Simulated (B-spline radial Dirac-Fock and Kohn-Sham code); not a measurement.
# Atomic SCF run for Cs⁴⁺

ΔSCF core binding energies without Breit or QED terms, calculated with a radial finite-basis atomic code. Keys: rel is the Hamiltonian (dirac, or spin-free x2c and nr, where L3 and M5 stand for the whole 2p and 3d shells), method is hf or an exchange,correlation pair (spin-unpolarised, also for the hole states), nuc the nuclear model, radius_factor scales its radius, rmax is the box in bohr, h the logarithmic mesh step, order the B-spline order, points the quadrature points per cell, c_factor scales the speed of light, and damp, ndamp, maxit and tol steer the iteration. The run stops when the commutator error falls below 10·tol·max(1, Z/10), or the numerical noise floor, and the energy has settled to about 1e-8 Ha; the virial ratio is −V/T.

Input (task.json):

```json
{"items": [{"Z": 55, "q": 4, "cfg": [[1, 0, 2], [2, 0, 2], [2, 1, 6], [3, 0, 2], [3, 1, 6], [3, 2, 10], [4, 0, 2], [4, 1, 6], [4, 2, 10], [5, 0, 2], [5, 1, 3]], "A": 133, "rrms": 4.8041, "do": "settings", "holes": ["K", "L3", "M5"],
  "settings": [{"rel": "x2c", "method": "hf", "nuc": "fermi", "radius_factor": 1.0, "rmax": 45.0, "h": 0.4, "order": 7, "points": 10, "c_factor": 1.0, "maxit": 60, "damp": 0.5, "ndamp": 3, "tol": 1e-08}]}]}
```

Command: `python xray2_run.py task.json out`

Ground-state iterations:

```
iter   energy (Ha)        error
   1    -7765.18345502  2.14e+00
   2    -7776.01180068  7.12e-01
   3    -7779.04954392  1.94e-01
   4    -7779.29549879  6.63e-02
   5    -7779.31598200  2.23e-02
   6    -7779.31981415  1.80e-03
   7    -7779.31983526  7.51e-04
   8    -7779.31983760  5.42e-05
   9    -7779.31983761  1.82e-06
  10    -7779.31983761  1.46e-07
```

The ground state converged in 10 iterations, with total energy -7779.31984 Ha, virial ratio 1.93864 and highest orbital energy -56.20 eV. ΔSCF binding energies: K (1s) 36135.2 eV, L3 (2p3/2) 5184.9 eV, M5 (3d5/2) 784.5 eV.
